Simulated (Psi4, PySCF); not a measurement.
The Psi4 input:
```
memory 2 GB

molecule {
0 1
  Al   -0.00000000   -0.00000000   -0.11521965
  H     0.00000000    0.00000000    1.49785545
}

set basis sto-3g
set scf_type pk
set puream true
set d_convergence 1e-8
set dft_radial_points 99
set dft_spherical_points 590

energy('pbe')
print_variables()
```

**Question.** Give the equivalent PySCF input.

**Answer.** One answer among several that fit: 
```python
from pyscf import gto, scf, dft

mol = gto.Mole()
mol.atom = '''
    Al   -0.000000   -0.000000   -0.115220
    H     0.000000    0.000000    1.497855
'''
mol.basis = 'sto-3g'
mol.charge = 0
mol.spin = 0
mol.verbose = 4
mol.build()

mf = dft.RKS(mol)
mf.xc = 'pbe'
mf.grids.atom_grid = (99, 590)
mf.grids.prune = None
mf.kernel()
```

Both were run: Psi4 gave -239.837448 Eh and PySCF -239.837448 Eh, 0.000 mEh apart.
